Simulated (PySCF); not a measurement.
**Spectroscopy problems**

- structure optimised with GFN2-xTB
- PBE0/pcSseg-1 with gauge-including orbitals
- code: PySCF
- non-relativistic, fast rotation and ring inversion assumed for equivalent nuclei, one computed conformer, no solvent model

Shifts are taken against calculated references (same method and geometry level): 1H (σref 31.72), 13C (σref 186.93) against TMS. Where no couplings were computed, multiplicities follow the n + 1 count of equivalent neighbours, and m marks all less simple cases (inequivalent or close neighbours, rings, F or P nearby). Acid and N–H amide carbonyl carbons lie up to 10 ppm further downfield in solution (hydrogen bonding). Shifts are as computed. Against solution values, carbons near 30 ppm lie about +3 ppm off and those near 130 ppm about +5 ppm. Of 1211 compounds with measured shifts, 218 miss one by over three times the rms of a fit or turn the order of signals round; such compounds aren't used in these exercises. OH and NH positions are gas-phase values without hydrogen bonding to other molecules.

Question: C$_{7}$H$_{8}$O$_{2}$. 1H NMR (400 MHz, computed): δ 6.49 (m, 1H), 6.02 (br s, 1H), 5.44 (m, 1H), 5.40 (m, 1H), 3.87 (d, 1H), 2.01 (s, 3H). 13C{1H} NMR (computed): δ 174.8 (C), 144.1 (CH), 123.0 (CH2), 88.2 (C), 81.6 (C), 43.9 (CH), 4.7 (CH3). Give a structure.

Answer: SMILES [C@@H](C=C)(C#CC)C(=O)O. The formula gives 4 degrees of unsaturation (no ring in the answer). 7 carbon signals for 7 carbons: no two carbons are equivalent. Carbon types of the structure: 3 × C, 2 × CH, 1 × CH2, 1 × CH3, leaving 1 H on heteroatoms. δC 174.8: carboxylic acid carbon; lone-pair donation from the attached heteroatom keeps it upfield of a ketone carbonyl. δC 144.1: alkene CH; the olefinic region. δC 123.0: terminal =CH2 carbon; the olefinic region. δC 88.2, 81.6: alkyne carbon; sp carbons lie upfield of alkene carbons because the cylindrical π system leaves one tensor component strongly shielded.

The shifts were computed for this structure.

Question: C$_{7}$H$_{8}$O$_{2}$. 1H NMR (500 MHz, computed): δ 7.57 (m, 1H), 6.20 (d, 1H), 3.94 (m, 1H), 0.81 (m, 1H), 0.59 (m, 1H), 0.58 (m, 1H), 0.58 (m, 1H), 0.22 (m, 1H). 13C{1H} NMR (computed): δ 175.6 (C), 163.5 (CH), 131.3 (CH), 91.2 (CH), 18.1 (CH), 7.0 (CH2), 2.4 (CH2). Give a structure.

Answer: SMILES C1=C[C@H](C2CC2)OC1=O. Rings plus π bonds: 4 (2 rings in the answer). 7 carbon signals for 7 carbons: no two carbons are equivalent. Carbon types of the structure: 1 × C, 4 × CH, 2 × CH2, which accounts for all hydrogens. δC 175.6: ester carbonyl carbon; it is a carbonyl in resonance with an O or N lone pair, the region of acids, esters and amides. δC 163.5: β carbon of a C=C–C=O unit; conjugation with the carbonyl draws π density from the β position. δC 131.3: α carbon of a C=C–C=O unit; as expected for a trigonal carbon in a double bond. δC 91.2: allylic sp3 CH bonded to O; pulled downfield by the heteroatom.

This is the structure that produced the data.
